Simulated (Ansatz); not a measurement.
The first iterations of a band of C₄H₅Br (10 atoms, charge 0, multiplicity 1).

Method: RKS PBE0-D4/def2-SVP in Ansatz 0.2.0.

```yaml
movable_images: 9
climbing_image: yes
spring: 5.0 eV/Å²
optimiser: quadratic models (default)
start_path: IDPP
force_threshold: 0.03 eV/Å
iteration_limit: 42
end_points: relaxed
```

Image 0:

```xyz
10
Properties=species:S:1:pos:R:3
C -0.647 -1.302 1.246
C -0.177 -0.776 0.106
C 0.157 0.627 -0.063
C 0.622 1.129 -1.215
Br 1.052 2.934 -1.454
H -0.886 -2.365 1.325
H -0.807 -0.684 2.135
H -0.030 -1.425 -0.766
H 0.016 1.290 0.797
H 0.784 0.520 -2.108
```

Image 10:

```xyz
10
Properties=species:S:1:pos:R:3
C -0.840 -1.395 0.363
C 0.403 -0.905 0.261
C 0.761 0.503 0.087
C 0.003 1.392 -0.565
Br 0.459 3.201 -0.740
H -1.017 -2.468 0.467
H -1.718 -0.742 0.363
H 1.248 -1.600 0.328
H 1.721 0.830 0.500
H -0.936 1.133 -1.060
```

| iteration | highest image above the first end (eV) | largest band force component (eV/Å) |
| --- | --- | --- |
| 1 | 0.350 | 1.219 |
| 2 | 0.331 | 0.533 |

Does the band converge within its limit, and where does its top end?

The forces met the threshold. It ended after 6 iterations with the highest image 0.318 eV above the first end. A vibrational analysis at the climbing image gives one clearly imaginary mode, 186i cm⁻¹: a first-order saddle point.

Run time: 2.7 min on 2 threads of Arm Neoverse V2, on a shared host, peak memory 0.28 GiB.
